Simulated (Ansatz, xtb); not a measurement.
**Two isomers of B3ClH5N3O**

We compare X, `ON1BNB(Cl)NB1`, a singlet, with Y, `ON1BNBNB1Cl`, a singlet. Both are isolated molecules in the gas phase, relaxed with PBE0-D3(BJ)/def2-SVP; the shapes shown needn't be the lowest conformers.

X (Å):

```yaml
atoms:
  - { symbol: B, position_ang: [0.6183, -1.2671, 0.1730] }
  - { symbol: B, position_ang: [-1.4417, -1.3299, -1.2410] }
  - { symbol: B, position_ang: [-0.9936, 0.6510, 0.1927] }
  - { symbol: Cl, position_ang: [-2.4729, -2.1766, -2.4160] }
  - { symbol: N, position_ang: [0.2021, 0.0199, 0.6313] }
  - { symbol: N, position_ang: [-0.2371, -1.9141, -0.7695] }
  - { symbol: N, position_ang: [-1.8038, -0.0462, -0.7486] }
  - { symbol: O, position_ang: [1.0356, 0.6463, 1.5482] }
  - { symbol: H, position_ang: [0.6046, 1.4894, 1.7374] }
  - { symbol: H, position_ang: [1.6384, -1.7652, 0.5703] }
  - { symbol: H, position_ang: [0.0294, -2.8275, -1.1141] }
  - { symbol: H, position_ang: [-2.6598, 0.3827, -1.0759] }
  - { symbol: H, position_ang: [-1.2877, 1.7443, 0.6217] }
```

Y (Å):

```xyz
13

B    -0.1072    0.0001   -0.9613
B     1.9955   -1.0954   -0.1238
B     0.4501    0.0334    1.4645
Cl   -0.0058    0.5396    3.1139
N    -0.4098    0.3732    0.3852
N     1.1006   -0.7304   -1.1695
N     1.6374   -0.6936    1.1995
O    -1.5812    1.0817    0.5872
H    -1.6106    1.2392    1.5433
H    -0.8515    0.2998   -1.8573
H     1.3282   -1.0015   -2.1171
H     3.0098   -1.7144   -0.3364
H     2.2447   -0.9319    1.9729
```

Energies in hartree; the thermal terms are from GFN2-xTB frequencies at re-optimised GFN2-xTB minima (ideal gas, soft modes damped towards free rotors, one conformer each, 298.15 K, 1 atm) and include the zero-point energy:

|  | X | Y |
| --- | --- | --- |
| E, CCSD(T)/def2-SVP | −775.668844 | −775.669668 |
| E, MP2/def2-SVP | −775.579093 | −775.580090 |
| E, MP2/def2-TZVPP | −776.370720 | −776.371812 |
| zero-point energy | 0.084792 | 0.084899 |
| H(298 K) − E | 0.093750 | 0.093709 |
| G(298 K) − E | 0.052304 | 0.052644 |

Correct the CCSD(T) difference for the basis set by the MP2 change, then work out ΔE, ΔE₀, ΔH and ΔG for X → Y in kcal/mol (1 Eh = 627.51 kcal/mol) and the equilibrium ratio [Y]/[X].

1. Differences Y − X: CCSD(T) −0.000824, MP2 in the small set −0.000997, MP2 in the large set −0.001092 Eh.
2. ΔE = −0.000824 + (−0.001092 − (−0.000997)) = −0.000919 Eh = −0.58 kcal/mol.
3. ΔE₀ = ΔE + ΔZPE = −0.000919 + (+0.000107) Eh = −0.51 kcal/mol.
4. ΔH = ΔE + (−0.000041) Eh = −0.60 kcal/mol.
5. ΔG = ΔE + (+0.000340) Eh = −0.36 kcal/mol, so ΔS = (ΔH − ΔG)/T = −3.4 J/(mol K).
6. kT = 0.9442 mEh, so K = [Y]/[X] = exp(−ΔG/kT) = exp(+0.61) ≈ 1.8.

The two are too close for this level to say which is favoured. An error of 1 kcal/mol in ΔG would change K by a factor of 5.4. Mirror images and further conformers aren't counted.

As drawn, both hold the same kinds of bond in the same numbers.

Other levels gave ΔE = +0.1 (GFN2-xTB); −0.6 (HF/STO-3G, GFN2-xTB geometries); −0.8 (r2SCAN-D4/def2-SVP, GFN2-xTB geometries); −0.9 (PBE0-D3(BJ)/def2-SVP); +0.3 (HF/def2-SVP); −0.6 (MP2/def2-SVP); −0.5 (CCSD(T)/def2-SVP) kcal/mol. The correlated steps freeze 12 core orbitals. Programs: Ansatz 0.2.0, xtb 6.7.1.
